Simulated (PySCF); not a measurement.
## Electron correlation in Te²⁺ (tellurium, charge +2)

[Kr] 4d10 5s1 5p2 5d1, one real determinant (an excited configuration). All numbers are calculated (PySCF 2.14, scalar relativity by spin-free X2C-1e, in x2c-TZVPPall with one added diffuse shell each of s, p, d, f type (9s7p5d3f, 76 functions)). Frozen: [Ar] 3d10; 22 electrons correlated.

| level | correlation energy (mhartree) |
| --- | --- |
| CCSD | -421.57 |
| (T) | -9.93 |
| CCSD(T) | -431.50 |

Diagnostics: T1 = 0.033, D1 = 0.2168, largest double amplitude 0.230.

Question: Is a single reference adequate?

Answer: Not fully. The real determinant used has ⟨L²⟩ near 8 against 12 for a pure F term, so it mixes terms. The outer electron is Rydberg-like, and this basis confines it to a smaller radius and binds it less than a complete one would. T1 exceeds 0.03, a sign that the reference determinant is poor. A double-excitation amplitude exceeds 0.15, a sign of near-degeneracy.

The reference is one real determinant that mixes LS terms of this configuration.

This basis was not built for core-valence correlation, so the inner-shell part is incomplete.
